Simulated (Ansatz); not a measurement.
Born–Oppenheimer molecular dynamics of CH5ClGeO (9 atoms, charge 0, multiplicity 1). It starts from a relaxed structure.

Method: Ansatz 0.2.0, RHF/def2-SVP.

```yaml
ensemble: NVT, Langevin thermostat
time_step: 0.5 fs
steps_asked: 150
set_temperature: 1500 K
friction: 0.01 /fs
seed: 182595
```

Frames 0.5 fs apart, positions in Å.

Velocities at 10.0 fs (Å/ps):

```
Ge 0.79 -2.85 2.84
C 7.45 -13.91 12.82
H -17.30 -13.79 3.93
H -58.33 -15.51 -24.62
H 12.73 25.66 -17.71
Cl -1.94 9.69 -2.69
H -6.84 1.80 3.29
O 6.75 1.88 -7.91
H 2.31 -5.28 15.65
```

```xyz
9
Properties=species:S:1:pos:R:3 time_fs=10.0 energy_less_start_eV=0.523 T=800
Ge -0.135 0.025 0.135
C -0.015 -0.007 1.959
H -0.886 0.187 2.486
H 0.484 -0.932 2.360
H 0.740 0.712 2.232
Cl 1.812 -0.060 -0.719
H -0.759 1.320 -0.386
O -1.034 -1.422 -0.520
H -0.634 -2.291 -0.202
9
Properties=species:S:1:pos:R:3 time_fs=10.5 energy_less_start_eV=0.441 T=857
Ge -0.135 0.024 0.136
C -0.011 -0.014 1.966
H -0.899 0.180 2.490
H 0.456 -0.938 2.348
H 0.747 0.728 2.223
Cl 1.811 -0.055 -0.720
H -0.763 1.320 -0.386
O -1.031 -1.422 -0.523
H -0.634 -2.289 -0.195
9
Properties=species:S:1:pos:R:3 time_fs=11.0 energy_less_start_eV=0.371 T=837
Ge -0.134 0.023 0.137
C -0.006 -0.021 1.972
H -0.915 0.174 2.496
H 0.427 -0.942 2.335
H 0.753 0.746 2.216
Cl 1.810 -0.050 -0.722
H -0.767 1.318 -0.389
O -1.028 -1.421 -0.527
H -0.636 -2.280 -0.190
9
Properties=species:S:1:pos:R:3 time_fs=11.5 energy_less_start_eV=0.337 T=880
Ge -0.134 0.022 0.138
C -0.001 -0.027 1.979
H -0.933 0.168 2.504
H 0.399 -0.950 2.322
H 0.760 0.765 2.211
Cl 1.809 -0.045 -0.723
H -0.772 1.317 -0.393
O -1.024 -1.422 -0.530
H -0.640 -2.266 -0.186
9
Properties=species:S:1:pos:R:3 time_fs=12.0 energy_less_start_eV=0.342 T=912
Ge -0.134 0.021 0.139
C 0.004 -0.033 1.987
H -0.951 0.165 2.512
H 0.371 -0.961 2.308
H 0.765 0.783 2.207
Cl 1.809 -0.040 -0.725
H -0.777 1.315 -0.398
O -1.020 -1.421 -0.534
H -0.646 -2.250 -0.185
9
Properties=species:S:1:pos:R:3 time_fs=12.5 energy_less_start_eV=0.382 T=884
Ge -0.134 0.020 0.139
C 0.008 -0.039 1.995
H -0.968 0.163 2.520
H 0.344 -0.975 2.296
H 0.767 0.799 2.205
Cl 1.808 -0.036 -0.726
H -0.782 1.313 -0.402
O -1.016 -1.421 -0.538
H -0.654 -2.231 -0.186
9
Properties=species:S:1:pos:R:3 time_fs=13.0 energy_less_start_eV=0.448 T=826
Ge -0.133 0.019 0.140
C 0.013 -0.044 2.003
H -0.986 0.161 2.527
H 0.318 -0.993 2.288
H 0.768 0.810 2.205
Cl 1.807 -0.031 -0.728
H -0.787 1.310 -0.406
O -1.012 -1.421 -0.541
H -0.662 -2.211 -0.186
9
Properties=species:S:1:pos:R:3 time_fs=13.5 energy_less_start_eV=0.520 T=807
Ge -0.133 0.018 0.141
C 0.017 -0.048 2.012
H -1.002 0.157 2.530
H 0.294 -1.016 2.286
H 0.769 0.817 2.208
Cl 1.807 -0.026 -0.729
H -0.793 1.306 -0.409
O -1.008 -1.422 -0.544
H -0.671 -2.194 -0.183
9
Properties=species:S:1:pos:R:3 time_fs=14.0 energy_less_start_eV=0.572 T=799
Ge -0.133 0.018 0.141
C 0.022 -0.051 2.022
H -1.013 0.154 2.528
H 0.276 -1.045 2.289
H 0.769 0.821 2.213
Cl 1.806 -0.022 -0.730
H -0.801 1.300 -0.413
O -1.004 -1.422 -0.546
H -0.680 -2.182 -0.179
9
Properties=species:S:1:pos:R:3 time_fs=14.5 energy_less_start_eV=0.598 T=817
Ge -0.133 0.017 0.142
C 0.027 -0.054 2.031
H -1.019 0.153 2.522
H 0.262 -1.076 2.295
H 0.765 0.821 2.221
Cl 1.806 -0.017 -0.732
H -0.810 1.295 -0.417
O -1.000 -1.422 -0.548
H -0.688 -2.175 -0.171
9
Properties=species:S:1:pos:R:3 time_fs=15.0 energy_less_start_eV=0.582 T=868
Ge -0.133 0.017 0.143
C 0.032 -0.057 2.042
H -1.020 0.152 2.516
H 0.251 -1.105 2.304
H 0.759 0.814 2.231
Cl 1.806 -0.013 -0.734
H -0.816 1.288 -0.422
O -0.995 -1.422 -0.551
H -0.695 -2.175 -0.160
9
Properties=species:S:1:pos:R:3 time_fs=15.5 energy_less_start_eV=0.526 T=862
Ge -0.133 0.017 0.144
C 0.037 -0.060 2.053
H -1.014 0.151 2.508
H 0.244 -1.130 2.313
H 0.750 0.803 2.243
Cl 1.806 -0.009 -0.737
H -0.822 1.278 -0.426
O -0.991 -1.421 -0.553
H -0.700 -2.183 -0.145
```

Of the whole run (75 fs, mean temperature of the second half 735 K): The mean temperature of the second half is 51 % below the set value. A run of 0.075 ps of so small a system gives no equilibrium averages.

The run took 11 min on 1 thread of Arm Neoverse N1, with other jobs on the host, peak memory 0.22 GiB.
